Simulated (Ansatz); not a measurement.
Ansatz results at the PBE0-D4/def2-TZVP geometry: LUMO energy (ωB97M-V/def2-TZVPP) 1.97 eV; HOMO–LUMO gap (ωB97M-V/def2-TZVPP) 12.82 eV; HOMO energy (ωB97M-V/def2-TZVPP) -10.85 eV.

Each molecule was computed in one conformer, which needn't be the lowest.

Question: Which molecule gave them?
A. `FC(F)(Cl)C[SiH3]`
B. `C[C@H](F)[Si@H](F)Cl`
C. `FCO[SiH2][SiH3]`
D. `O[SiH2]C(F)Br`

Answer: B. The others give `FC(F)(Cl)C[SiH3]`: 1.97, 13.26, -11.29; `O[SiH2]C(F)Br`: 1.34, 11.52, -10.18; `FCO[SiH2][SiH3]`: 1.39, 11.57, -10.18.
